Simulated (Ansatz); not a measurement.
`[SiH3][SiH2][SeH]` + `BO` → `BO[SiH3]` + `[SiH3][SeH]`  (cleavage of the Si–Si bond)

Isolated molecules relaxed with PBE0-D4/def2-TZVP in Ansatz; ΔE leaves out vibrations. CCSD(T)/CBS is the MP2 limit (def2-TZVPP, def2-QZVPP) plus CCSD(T) − MP2 in def2-TZVPP, frozen cores. This one scheme is used for every species. DFT in def2-TZVPP. B3LYP here is the variant with VWN-RPA as its local correlation; programs differ in this. HSE06 is defined as in plane-wave codes. For Se outer-core shells are correlated without core-valence functions, which leaves a few kJ/mol of doubt a bond. Scalar relativity is left out up to krypton. Each species was taken in one conformer, which may not be the lowest.

```
             level  ΔE (kJ/mol)  difference from CCSD(T)/CBS
         revPBE-D4        -49.3                         26.1
            B97M-V        -69.5                          5.9
           PBE0-D4        -56.5                         18.9
          HSE06-D4        -56.2                         19.2
           ωB97M-V        -77.9                         -2.5
            B2PLYP        -81.5                         -6.1
              BLYP        -73.8                          1.6
            r2SCAN        -68.8                          6.6
             B3LYP        -78.8                         -3.4
           LC-ωPBE        -68.0                          7.4
RPA@PBE/def2-TZVPP        -77.7                         -2.3
       HF/def2-SVP        -90.4                        -15.0
   CCSD/def2-TZVPP        -79.6                         -4.2
CCSD(T)/def2-TZVPP        -75.5                         -0.1
     HF/def2-QZVPP       -107.5                        -32.1
SCS-MP2/def2-QZVPP        -88.3                        -12.9
       CCSD(T)/CBS        -75.4                            0
```

Largest T1 diagnostic among the species: 0.014.

The D4 term adds +4.5 kJ/mol with B3LYP and +2.7 kJ/mol with PBE0; it sums over pairs of atoms, weighted by their polarisabilities, and B3LYP, whose exchange is more repulsive, gets the larger term. At CCSD(T), def2-SVP lies +9.7 kJ/mol from the extrapolated value and def2-TZVPP −0.1 kJ/mol. From BLYP to BHLYP (50 % exact exchange), in def2-TZVPP and without D4, ΔE moves by −16.1 kJ/mol.
